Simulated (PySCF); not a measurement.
## Optical rotation: `C[C@H]1[Se]C[C@@H]1C=O`, C5H8OSe

Molfile (atoms numbered from 1):
```
C5H8OSe
     RDKit          3D

 15 15  0  0  0  0  0  0  0  0999 V2000
    1.8280   -0.2062   -0.7764 C   0  0  0  0  0  0  0  0  0  0  0  0
    0.3497   -0.4544   -0.6224 C   0  0  1  0  0  0  0  0  0  0  0  0
   -0.2087   -2.2536    0.0819 Se  0  0  0  0  0  2  0  0  0  0  0  0
   -1.2542   -0.8533    1.0214 C   0  0  0  0  0  0  0  0  0  0  0  0
   -0.3452    0.2777    0.5461 C   0  0  2  0  0  0  0  0  0  0  0  0
   -1.0313    1.5178    0.0559 C   0  0  0  0  0  0  0  0  0  0  0  0
   -0.5842    2.6267    0.1287 O   0  0  0  0  0  0  0  0  0  0  0  0
    1.9970    0.8430   -1.0172 H   0  0  0  0  0  0  0  0  0  0  0  0
    2.3569   -0.4421    0.1449 H   0  0  0  0  0  0  0  0  0  0  0  0
    2.2361   -0.8190   -1.5780 H   0  0  0  0  0  0  0  0  0  0  0  0
   -0.1813   -0.2959   -1.5650 H   0  0  0  0  0  0  0  0  0  0  0  0
   -1.3029   -0.9953    2.0983 H   0  0  0  0  0  0  0  0  0  0  0  0
   -2.2599   -0.8014    0.6040 H   0  0  0  0  0  0  0  0  0  0  0  0
    0.3961    0.5453    1.3027 H   0  0  0  0  0  0  0  0  0  0  0  0
   -2.0006    1.3189   -0.4467 H   0  0  0  0  0  0  0  0  0  0  0  0
  1  2  1  0
  2  3  1  0
  3  4  1  0
  4  5  1  0
  5  6  1  0
  6  7  2  0
  5  2  1  0
  1  8  1  0
  1  9  1  0
  1 10  1  0
  2 11  1  6
  4 12  1  0
  4 13  1  0
  5 14  1  1
  6 15  1  0
M  END
```

Method used: TDDFT B3LYP/def2-SVPD circular dichroism and optical rotation, one conformer, gas phase (PySCF). Geometry: GFN2-xTB.

The molecule is flexible and this is one conformer; a measurement averages over conformers. The calculation is non-relativistic, which matters for the atoms heavier than Zn. States above about 6.2 eV (minus the energy of the highest occupied orbital) lie near or above the ionisation threshold and depend on the basis.

Stereocentres: C2 R, C5 S.

(1) Give the optical rotatory dispersion at 633, 589.3, 546, 436 nm.

Answers

(1) [α] in deg dm⁻¹ (g/mL)⁻¹:
| λ (nm) | origin-invariant length gauge | modified velocity gauge | length gauge (centre of mass) | isotropic polarisability (au) |
| --- | --- | --- | --- | --- |
| 633 | -154.7 | -154.6 | -154.7 | 92.4 |
| 589.3 | -193.2 | -192.1 | -193.2 | 92.9 |
| 546 | -248.6 | -245.3 | -248.6 | 93.4 |
| 436 | -564.9 | -522.6 | -564.8 | 95.9 |

The shortest wavelength is close to the first absorption, where this undamped response comes out too large.

And for the mirror image at 589.3 nm?

+193.2 deg dm⁻¹ (g/mL)⁻¹ (origin-invariant length gauge): the same size and the opposite sign.

What is the molar rotation [Φ] = [α]·M/100 of the geometry above at 589.3 nm?

With M = 163.09 g/mol, -315.1 deg cm² dmol⁻¹ (origin-invariant length gauge).

The first excitation lies at 3.28 eV (378 nm) with R = +2.5 × 10⁻⁴⁰ esu² cm² (velocity form).
